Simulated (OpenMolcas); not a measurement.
## Zn: RASPT2 settings compared

```
Program             : OpenMolcas 26.06
Basis               : ANO-L-VQZP [7s6p4d3f2g]
Scalar Hamiltonian  : non-relativistic, point nucleus
Active space        : 2 electrons in 9 orbitals (RAS2 4s 4p; RAS3 4d, at most 2 electrons)
State averaging     : 2S+1 = 3 even, 3 roots (0 in the spin-orbit step); 2S+1 = 1 even, 1 root kept (CI in the orbitals of an earlier block); 2S+1 = 3 odd, 3 roots; 2S+1 = 1 odd, 3 roots kept (CI in the orbitals of an earlier block)
Spin-orbit coupling : state interaction with AMFI integrals over the reference wave functions, term energies averaged over their components
```

Methods on the same reference wave functions:
A. RASSCF
B. SS-RASPT2, IPEA 0.2 Eh, sigma1 regulariser 0.15 Eh (closed shells correlated: none)
C. SS-RASPT2, IPEA 0.1 Eh, sigma1 regulariser 0.05 Eh (closed shells correlated: 3d)
D. SS-RASPT2, IPEA 0.2 Eh, imaginary shift 0.15 Eh (closed shells correlated: 3s 3p 3d)

Energies in cm-1 above 4s2 1S0, the measured ground level; measured values from NIST Handbook of Basic Atomic Spectroscopic Data.

```json
{"Level": "4s2 1S0", "A": "0.0", "B": "0.0", "C": "0.0", "D": "0.0", "Measured": "0.0"}
{"Level": "4s 4p 3P* 0", "A": "23637", "B": "26602", "C": "30443", "D": "30197", "Measured": "32311"}
{"Level": "4s 4p 3P* 1", "A": "23790", "B": "26754", "C": "30595", "D": "30349", "Measured": "32501"}
{"Level": "4s 4p 3P* 2", "A": "24102", "B": "27066", "C": "30908", "D": "30661", "Measured": "32890"}
{"Level": "4s 4p 1P* 1", "A": "44839", "B": "44829", "C": "46341", "D": "46195", "Measured": "46745"}
```

Deviations, from unrounded energies. A percentage is the sum of absolute deviations over the sum of measured energies, with the sign that they share, or ± where signs differ.

```csv
Against measurement,Levels,A,B,C,D
mean absolute deviation (cm-1),4,7000,4800,1500,1800
other configurations (%),4,-19.4,-13.3,-4.3,-4.9
```

C lies closest to measurement on these levels and A furthest from it. The largest miss of C in the table is 4s 4p 3P* 2, by -2000 cm-1. The ranking rests on the paired levels alone, and a cruder setting can come out closer through cancelling errors.

Among B to D the level of the table that moves most is 4s 4p 3P* 0, by 3800 cm-1 (lowest in B, highest in C).

The lowest spin-free term lies below A's lowest term by 0.015 hartree in B, 0.535 hartree in C, 0.936 hartree in D.

Some high roots are left out of the spin-orbit mixing, which shifts the levels that they would mix with. Terms from blocks run as CI alone lack orbitals of their own. Active for correlation alone: 4d; no level in the range computed is led by a configuration that fills it, so any true level of that kind is missing. Without dynamic correlation excited terms often stand tens of per cent too high (terms of higher spin than the ground term too low), and those without a measured partner can miss by more than the paired ones (holds for A). Computed and measured levels are paired by configuration, term and J; levels that our copy of the source lacks, or whose pairing is in doubt (as where it misses far off the trend of its configuration), stay unpaired and out of the deviations. Levels of configurations outside the active space are missing.

* marks odd parity.
